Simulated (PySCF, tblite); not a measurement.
Isomers of C7H15OP, one GFN2-xTB conformer each. Single-point energies are computed at PBE0/pcSseg-1 (PySCF, gas phase, no added dispersion term), electronic only.

| SMILES | GFN2-xTB relative energy (kcal/mol) |
| --- | --- |
| C=CC[P@](C)(=O)CCC | 13.4 |
| C/C=C\[P@](C)(=O)CCC | 12.1 |
| CCC(C)(C)P1(=O)CC1 | 20.9 |
| CC(C)(C)[C@@H]1CC[P@@H]1=O | 0.0 |
| C[C@@H]1C[P@]1(=O)C(C)(C)C | 21.1 |

Conformers: `[CH2:1]=[CH:2][CH2:3][P@:4]([CH3:5])(=[O:6])[CH2:7][CH2:8][CH3:9]` with C1–C2–C3–P4 -118°, C2–C3–P4–C5 63°, C3–P4–C7–C8 74°, P4–C7–C8–C9 172°; `[CH3:1]/[CH:2]=[CH:3]\[P@:4]([CH3:5])(=[O:6])[CH2:7][CH2:8][CH3:9]` with C2–C3–P4–C5 166°, C3–P4–C7–C8 180°, P4–C7–C8–C9 -176°; `[CH3:1][CH2:2][C:3]([CH3:4])([CH3:5])[P:6]1(=[O:7])[CH2:8][CH2:9]1` with C1–C2–C3–C4 171°, C2–C3–P6–O7 48°; `[CH3:1][C:2]([CH3:3])([CH3:4])[C@@H:5]1[CH2:6][CH2:7][P@@H:8]1=[O:9]` with C2–C5–C6–C7 -144°, C5–C6–C7–P8 19°, C6–C7–P8–O9 106°, C2–C5–P8–C7 142°.

Problem. What does PBE0/pcSseg-1 give for the same structures?

Solution. 
```json
{"SMILES": "C/C=C\\[P@](C)(=O)CCC", "PBE0/pcSseg-1 E (Eh)": "-691.76045", "PBE0/pcSseg-1 (kcal/mol)": "0.0", "GFN2-xTB (kcal/mol)": "12.1", "point group": "C1"}
{"SMILES": "C=CC[P@](C)(=O)CCC", "PBE0/pcSseg-1 E (Eh)": "-691.75961", "PBE0/pcSseg-1 (kcal/mol)": "0.5", "GFN2-xTB (kcal/mol)": "13.4", "point group": "C1"}
{"SMILES": "CC(C)(C)[C@@H]1CC[P@@H]1=O", "PBE0/pcSseg-1 E (Eh)": "-691.74991", "PBE0/pcSseg-1 (kcal/mol)": "6.6", "GFN2-xTB (kcal/mol)": "0.0", "point group": "C1"}
{"SMILES": "C[C@@H]1C[P@]1(=O)C(C)(C)C", "PBE0/pcSseg-1 E (Eh)": "-691.73479", "PBE0/pcSseg-1 (kcal/mol)": "16.1", "GFN2-xTB (kcal/mol)": "21.1", "point group": "C1"}
{"SMILES": "CCC(C)(C)P1(=O)CC1", "PBE0/pcSseg-1 E (Eh)": "-691.73346", "PBE0/pcSseg-1 (kcal/mol)": "16.9", "GFN2-xTB (kcal/mol)": "20.9", "point group": "C1"}
```

GFN2-xTB puts CC(C)(C)[C@@H]1CC[P@@H]1=O lowest instead; measured from each level's own lowest isomer, the values differ by up to 12.9 kcal/mol (C=CC[P@](C)(=O)CCC: 13.4 against 0.5). As drawn, the lowest has a C=C bond outside aromatic rings, which the highest lacks; the highest has a three-membered ring, which the lowest lacks. Neighbours under 2.5 kcal/mol apart (C/C=C\[P@](C)(=O)CCC and C=CC[P@](C)(=O)CCC; C[C@@H]1C[P@]1(=O)C(C)(C)C and CCC(C)(C)P1(=O)CC1) can change places with a better method, another conformer or zero-point energy.

Problem. Which frontier levels, dipoles and rotational constants go with these structures?

Solution. 
```json
{"SMILES": "C/C=C\\[P@](C)(=O)CCC", "HOMO (eV, PBE0/pcSseg-1)": "-7.34", "LUMO (eV)": "-0.38", "dipole (D)": "3.55", "A, B, C (MHz)": "1856, 860.6, 721.4"}
{"SMILES": "C=CC[P@](C)(=O)CCC", "HOMO (eV, PBE0/pcSseg-1)": "-7.20", "LUMO (eV)": "0.09", "dipole (D)": "3.74", "A, B, C (MHz)": "2422, 716.4, 664.8"}
{"SMILES": "CC(C)(C)[C@@H]1CC[P@@H]1=O", "HOMO (eV, PBE0/pcSseg-1)": "-7.48", "LUMO (eV)": "0.61", "dipole (D)": "3.73", "A, B, C (MHz)": "2104, 1105, 919.9"}
{"SMILES": "C[C@@H]1C[P@]1(=O)C(C)(C)C", "HOMO (eV, PBE0/pcSseg-1)": "-6.71", "LUMO (eV)": "0.88", "dipole (D)": "4.06", "A, B, C (MHz)": "1845, 1172, 965.0"}
{"SMILES": "CCC(C)(C)P1(=O)CC1", "HOMO (eV, PBE0/pcSseg-1)": "-6.90", "LUMO (eV)": "0.98", "dipole (D)": "3.93", "A, B, C (MHz)": "1765, 1199, 1114"}
```

Problem. What happens when harmonic zero-point energies from GFN2-xTB frequencies are added?

Solution. 
```tsv
SMILES	ZPE (kcal/mol)	electronic (kcal/mol)	with ZPE (kcal/mol)
C/C=C\[P@](C)(=O)CCC	127.9	0.0	0.0
C=CC[P@](C)(=O)CCC	127.5	0.5	0.2
CC(C)(C)[C@@H]1CC[P@@H]1=O	129.5	6.6	8.2
C[C@@H]1C[P@]1(=O)C(C)(C)C	129.0	16.1	17.3
CCC(C)(C)P1(=O)CC1	129.2	16.9	18.3
```

The zero-point energies span 2.0 kcal/mol. The order is unchanged.

Problem. As an exercise, what shares would exp(−E/RT) give at 500 K from these electronic energies alone (no entropy, no degeneracies)?

Solution. RT = 0.994 kcal/mol: C/C=C\[P@](C)(=O)CCC 62.9 %, C=CC[P@](C)(=O)CCC 37.0 %, CC(C)(C)[C@@H]1CC[P@@H]1=O 0.1 %, C[C@@H]1C[P@]1(=O)C(C)(C)C under 0.1 %, CCC(C)(C)P1(=O)CC1 under 0.1 %.
